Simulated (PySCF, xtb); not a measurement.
CH₄AlIO, SMILES [OH][Al]([I])[CH3]. Other conformers were not sampled.

Harmonic wavenumbers (cm⁻¹) from xtb with GFN2-xTB at its own minimum, in rising order: 54, 110, 145, 194, 357, 410, 484, 589, 608, 643, 912, 1291, 1440, 1450, 2948, 2958, 2964, 3772.

Problem. What does PySCF 2.14.0 with B3LYP-D3(BJ)/def2-SVP give at its own minimum? (Estimate from the structure and the level; the computed values follow.)

Solution. 37, 130, 177, 190, 318, 396, 570, 641, 667, 710, 891, 1215, 1425, 1426, 3027, 3114, 3131, 3919. Paired by order, the mean absolute difference is 60 cm⁻¹ and the zero-point energies are 30.5 and 31.4 kcal/mol.
